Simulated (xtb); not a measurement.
HGa (SMILES [GaH]), singlet, from a rough starting geometry (GFN-xTB shapes and energies of metal compounds can be far from the true ones).

Input for xtb:
```
$ xtb mol.xyz --gfn 2 --opt vtight --json

# file mol.xyz
2

Ga     0.49271174     0.16480760    -0.75176104
H     -0.53632204    -0.17201820     0.74138365
```

Q: Predict the total energy at the end of the optimisation from GFN2-xTB (xtb).

A: -1.6830 Eh

Q: What is the computed dipole moment (GFN2-xTB)?

A: 4.29 D

Q: Predict the HOMO-LUMO gap from GFN2-xTB.

A: 3.96 eV
